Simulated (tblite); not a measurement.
C₂H₆NO (SMILES CC(N)=[OH+]), charge +1, singlet, geometry from GFN2-xTB; tblite with GFN1-xTB.

Here is a job for tblite.
```
$ tblite run mol.xyz --method gfn1 --charge 1 --spin 0 --etemp 2000 --json tblite.json --no-restart

# file mol.xyz
10

O      0.31859723     1.28234604     0.05551789
C      0.04598869     0.03047976    -0.00554695
N      0.97130854    -0.89086621    -0.03924743
C     -1.38335363    -0.33003445    -0.02103909
H      0.72828983    -1.87241852    -0.08436555
H     -1.96037592     0.45421182    -0.50831116
H     -1.56360514    -1.28823039    -0.49966096
H     -1.74648276    -0.38863017     1.00821425
H      1.96303337    -0.67815473    -0.01499862
H      1.25539266     1.54784533     0.08922707
```

Output, abridged:

```
xTB calculator
 | screened Coulomb repulsion
 | Coulomb electrostatics
 |  * isotropic Klopman-Ohno-Mataga-Nishimoto electrostatics
 |  * onsite third-order electrostatics
 | DFT-D3(BJ) dispersion correction

halogen bonding energy    0.0000000000000E+00 Eh
repulsion energy          1.7368921881734E-01 Eh
dispersion energy        -2.4330842231480E-03 Eh
number of electrons       2.4000000000000E+01 e
integral cutoff           1.9731147476801E+01 bohr

------------------------------------------------------------
  cycle        total energy    energy error   density error
------------------------------------------------------------
      1     -14.77777429825  -1.4949030E+01   6.0564804E-01
      2     -14.91010307244  -1.3232877E-01   3.0961145E-01
      3     -14.91394402342  -3.8409510E-03   1.1898886E-01
      4     -14.91563049692  -1.6864735E-03   2.4199827E-02
      5     -14.91603455731  -4.0406039E-04   4.5338161E-03
      6     -14.91604847772  -1.3920412E-05   1.1872333E-03
      7     -14.91605081493  -2.3372077E-06   3.0090707E-04
      8     -14.91605081528  -3.5103120E-10   1.9284019E-04
      9     -14.91605089668  -8.1399264E-08   2.6333673E-05
     10     -14.91605089796  -1.2779573E-09   6.8297050E-06
------------------------------------------------------------

electronic energy        -1.5087307032550E+01 Eh
total energy             -1.4916050897956E+01 Eh

Post processing:
 | Mayer-Wiberg bond orders

[Info] JSON dump of results written to 'tblite.json'
```
